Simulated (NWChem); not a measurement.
System: HfH$_{4}$O; SMILES [HfH3][OH]

Output (shortened):

```
             Northwest Computational Chemistry Package (NWChem) 7.3.0
             --------------------------------------------------------

                             Geometry "geometry" -> ""
                             -------------------------

 Output coordinates in angstroms (scale by  1.889725989 to convert to a.u.)

  No.       Tag          Charge          X              Y              Z
 ---- ---------------- ---------- -------------- -------------- --------------
    1 Hf                  72.0000     0.02834600     0.15755500    -0.00263300
    2 O                    8.0000     0.08321000    -1.73132000    -0.00838200
    3 H                    1.0000     0.11142000    -2.68732700    -0.01133400
    4 H                    1.0000    -0.96551700     0.70721200     1.46633800
    5 H                    1.0000     1.77023100     0.79045700     0.11173400
    6 H                    1.0000    -0.77088100     0.72201400    -1.58068800

 Effective nuclear repulsion energy (a.u.)     245.7862309556

 Summary of "ao basis" -> "ao basis" (spherical)
 ------------------------------------------------------------------------------
       Tag                 Description            Shells   Functions and Types
 ---------------- ------------------------------  ------  ---------------------
 Hf                         def2-svp                12       32   6s3p2d1f
 O                          def2-svp                 6       14   3s2p1d
 H                          def2-svp                 3        5   2s1p

            General Information
            -------------------
          SCF calculation type: DFT
          Wavefunction type:  closed shell.
          No. of atoms     :     6
          No. of electrons :    24
           Alpha electrons :    12
            Beta electrons :    12
          Charge           :     0
          Spin multiplicity:     1
          Use of symmetry is: off; symmetry adaption is: off
          Maximum number of iterations: 150
          AO basis - number of functions:    66
                     number of shells:    30
          Convergence on energy requested:  1.00D-06
          Convergence on density requested:  1.00D-05
          Convergence on gradient requested:  5.00D-04

              XC Information
              --------------
                     Hartree-Fock (Exact) Exchange  1.000
                     LC-wPBE(h)Exchange Functional  0.800
            Perdew 1991 LDA Correlation Functional  1.000 local
           PerdewBurkeErnz. Correlation Functional  1.000 non-local

           Range-Separation Parameters
           ---------------------------
           Alpha           :  0.20
           Beta            :  0.80
           Gamma           :  0.20
           Short-Range HF  :     F

             Grid Information
             ----------------
          Grid used for XC integration:  medium
          Radial quadrature: Mura-Knowles
          Angular quadrature: Lebedev.
          Tag              B.-S. Rad. Rad. Pts. Rad. Cut. Ang. Pts.
          ---              ---------- --------- --------- ---------
          Hf                  1.55      123          10.0       590
          O                   0.60       49           9.0       434
          H                   0.35       45          11.0       434
          Grid pruning is: on
          Number of quadrature shells:   352
          Spatial weights used:  Erf1

      Superposition of Atomic Density Guess
      -------------------------------------

 Sum of atomic energies:        -128.62651019

      Non-variational initial energy
      ------------------------------

 Total energy =    -123.867601
 1-e energy   =    -280.210275
 2-e energy   =     107.427948
 HOMO         =      -0.310217
 LUMO         =       0.014551

[...]

                                NWChem TDDFT Module
                                -------------------

            General Information
            -------------------
           No. of orbitals :     132
            Alpha orbitals :      66
             Beta orbitals :      66
        Alpha frozen cores :       0
         Beta frozen cores :       0
     Alpha frozen virtuals :       0
      Beta frozen virtuals :       0
         Spin multiplicity :       1
    Number of AO functions :      66
        Use of symmetry is : off
      Symmetry adaption is : off
         Schwarz screening :  0.10D-07

              XC Information
              --------------
              Hartree-Fock (Exact) Exchange   1.00
              LC-wPBE(h)Exchange Functional   0.80
     Perdew 1991 LDA Correlation Functional   1.00 local
    PerdewBurkeErnz. Correlation Functional   1.00 non-local
           Alpha           :  0.20
           Beta            :  0.80
           Gamma           :  0.20

             TDDFT Information
             -----------------
          Calculation type : TDDFT
         Wavefunction type : Restricted singlets
          No. of electrons :      24
           Alpha electrons :      12
            Beta electrons :      12
              No. of roots :       8
          Max subspacesize :    5600
            Max iterations :     100
               Target root :       1
           Target symmetry : none
      Symmetry restriction : off
                 Algorithm : Optimal
        Davidson threshold :  0.10D-03

    8 smallest eigenvalue differences (eV)
--------------------------------------------------------
  No. Spin  Occ  Vir  Irrep   E(Occ)    E(Vir)   E(Diff)
--------------------------------------------------------
    1    1   12   13 a        -0.362     0.009    10.100
    2    1   12   14 a        -0.362     0.009    10.100
    3    1   11   13 a        -0.362     0.009    10.101
    4    1   11   14 a        -0.362     0.009    10.101
    5    1   12   15 a        -0.362     0.023    10.485
    6    1   11   15 a        -0.362     0.023    10.485
    7    1   10   13 a        -0.405     0.009    11.275
    8    1   10   14 a        -0.405     0.009    11.275
--------------------------------------------------------

  Entering Davidson iterations
  Restricted singlet excited states

  Iter   NTrls   NConv    DeltaV     DeltaE      Time
  ----  ------  ------  ---------  ---------  ---------
    1      8       0     0.15E+00   0.10+100        7.9
    2     24       0     0.54E-01   0.16E-01       12.7
    3     40       0     0.37E-01   0.26E-02       12.0
    4     56       0     0.81E-02   0.52E-03       13.7
    5     72       0     0.15E-02   0.51E-04       11.3
    6     88       5     0.73E-03   0.29E-05       11.5
    7     94       5     0.24E-03   0.52E-06        7.7
    8    100       8     0.83E-04   0.32E-07        6.8
  ----  ------  ------  ---------  ---------  ---------
  Convergence criterion met

  Ground state a        -125.499763707042 a.u.

  ----------------------------------------------------------------------------
  Root   1 singlet a              0.170565839 a.u.                4.6413 eV
  ----------------------------------------------------------------------------
     Transition Moments    X  0.00001   Y  0.00000   Z  0.00009
     Dipole Oscillator Strength                    0.0000000010
     Electric Quadrupole                           0.0000000000
     Magnetic Dipole                               0.0000109126
     Total Oscillator Strength                     0.0000109136

     Occ.   11  a   ---  Virt.   13  a   -0.21485 X
     Occ.   11  a   ---  Virt.   14  a   -0.66299 X
     Occ.   11  a   ---  Virt.   17  a   -0.08534 X
     Occ.   12  a   ---  Virt.   13  a   -0.66431 X
     Occ.   12  a   ---  Virt.   14  a    0.21505 X
     Occ.   12  a   ---  Virt.   16  a    0.08557 X
  ----------------------------------------------------------------------------
  Root   2 singlet a              0.178354570 a.u.                4.8533 eV
  ----------------------------------------------------------------------------
     Transition Moments    X -0.01341   Y -0.00063   Z -0.00191
     Dipole Oscillator Strength                    0.0000218750
     Electric Quadrupole                           0.0000001374
     Magnetic Dipole                               0.0000028072
     Total Oscillator Strength                     0.0000248195

     Occ.   11  a   ---  Virt.   13  a    0.66766 X
     Occ.   11  a   ---  Virt.   14  a   -0.15535 X
     Occ.   11  a   ---  Virt.   16  a   -0.11240 X
     Occ.   11  a   ---  Virt.   17  a    0.06371 X
     Occ.   12  a   ---  Virt.   13  a    0.15549 X
     Occ.   12  a   ---  Virt.   14  a    0.66842 X
     Occ.   12  a   ---  Virt.   15  a    0.11403 X
     Occ.   12  a   ---  Virt.   16  a    0.06381 X
     Occ.   12  a   ---  Virt.   17  a    0.11261 X
     Occ.   12  a   ---  Virt.   18  a    0.05003 X
  ----------------------------------------------------------------------------
  Root   3 singlet a              0.178358997 a.u.                4.8534 eV
  ----------------------------------------------------------------------------
     Transition Moments    X  0.00195   Y  0.00005   Z -0.01329
     Dipole Oscillator Strength                    0.0000214491
     Electric Quadrupole                           0.0000001372
     Magnetic Dipole                               0.0000028073
     Total Oscillator Strength                     0.0000243937

[...]
```

Level: LRC-wPBEh/def2-SVP with def2 effective core potentials on Hf, full TDDFT. Coordinates come from a PBE0/def2-SVP optimisation. def2 effective core potentials on Hf; no spin-orbit coupling.

Which NWChem input produces such a log?

Several could match; the one computed here: the input that was run:
```
start job
memory heap 200 mb stack 900 mb global 1100 mb
geometry units angstroms noautosym nocenter noautoz
  Hf     0.028346     0.157555    -0.002633
  O      0.083210    -1.731320    -0.008382
  H      0.111420    -2.687327    -0.011334
  H     -0.965517     0.707212     1.466338
  H      1.770231     0.790457     0.111734
  H     -0.770881     0.722014    -1.580688
end
basis spherical
  * library def2-svp
end
ecp
  Hf library def2-ecp
end
dft
  xc xwpbe 0.80 cpbe96 1.0 hfexch 1.00
  cam 0.2 cam_alpha 0.2 cam_beta 0.8
  iterations 150
end
tddft
  nroots 8
  notriplet
end
task tddft energy
```
